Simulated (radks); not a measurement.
The numbers below are computed, except where a source is named.
Question: Ionisation of B3+, [He], to B4+, 1s1, under several functionals. Scalar-relativistic Kohn-Sham, spin-polarised, spherical densities, point nucleus; open shells are filled with parallel spins first; a radial shooting solver on a logarithmic mesh with Libxc functionals. Known Delta-SCF values: exchange-only LDA 253.17 eV; exchange-only PBE 257.70 eV. What does RPBE give, and what is its highest occupied eigenvalue?

Answer: 259.42 eV by Delta-SCF; the 1s eigenvalue is -231.69 eV. NIST: 259.37 eV (theoretical).
